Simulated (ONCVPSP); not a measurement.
# What one change does to a pseudopotential (Ta, ONCV)

Ta, optimised norm-conserving Vanderbilt (ONCV), made with ONCVPSP 4.0.1 (PBE, scalar-relativistic). Core [Xe] 4f14, reference 5d3 6s1 (charge +1). Waves: 6s: rc 2.95 bohr, ncon 4, nbas 7, qcut 2.5 1/bohr, 2 projectors, debl 3.4 Ha; p scattering state at 0.39 Ha: rc 3.25 bohr, ncon 4, nbas 9, qcut 2 1/bohr, 3 projectors, debl 1.2 Ha; 5d: rc 1.85 bohr, ncon 3, nbas 6, qcut 5.6 1/bohr, 2 projectors, debl 3.4 Ha. Local part: polynomial inside 1.65 bohr (lpopt 3, dvloc0 0 Ha). Core correction: polynomial model core, fcfact 0.75.

In the p channel the program set the typed energies aside and used 0.050, 1.250, 2.450 Ha.

Change: s: qcut 2.1.

Cutoffs: the cutoffs (Ha) at which the residual kinetic energy of the hardest occupied pseudo-wave falls to 1 and 0.1 mHa per electron; they do not see the model core or the augmentation charge, which bear on the density cutoff. Errors are all-electron minus pseudo energies relative to the spin-unpolarised reference configuration.

Question: Predict the effect on cutoff, ghosts and configuration errors.

Answer: The potential gets neither clearly harder nor softer (13 Ha and 16 Ha → 13 Ha and 16 Ha); the d channel sets the loose cutoff, while the largest relative change is in s, which becomes harder; the number of tests with a reliable result goes from 3 to 4; of the 3 tests that both files solve, the error grows in 0 and shrinks in 1 by more than 15 % and 0.3 meV (median size 18.5 → 18.1 meV); neither file shows a bound ghost.

```tsv
quantity	base	changed
cutoff, loose	13 Ha	13 Ha
cutoff, tight	16 Ha	16 Ha
loose cutoff by channel	s 3.0 Ha, d 13 Ha	s 5.9 Ha, d 13 Ha
bound ghosts	none	none
GHOST(+) flags under 300 eV	s at 30.7 eV, p at 79.2 eV	s at 29.7 eV, p at 79.2 eV
tests with a reliable result	3 of 4	4 of 4
error for 5d3 6s2, meV [ΔE -8.47 eV]	-3.8	-2.2
error for 5d3 6s0, meV [ΔE 14.97 eV]	-18	-18
error for 5d4 6s1, meV [ΔE -6.37 eV]	-24	-23
s: phases at 2.99 bohr within 0.05 rad from the reference energy up to (Ha; the scan ends near 5)	0.7	0.7
p: phases at 3.29 bohr within 0.05 rad from the reference energy up to (Ha; the scan ends near 5)	2.9	2.9
d: phases at 1.88 bohr within 0.05 rad from the reference energy up to (Ha; the scan ends near 5)	to the end of the scan	to the end of the scan
rms error of d²Exc/dni dnj with the model core, mHa	0.71	0.68
```

Base: The cutoffs count occupied waves only; projector 3 of the p channel, the hardest unoccupied one, needs 33 Ha at the loose tolerance. Changed file: The cutoffs count occupied waves only; projector 3 of the p channel, the hardest unoccupied one, needs 33 Ha at the loose tolerance.
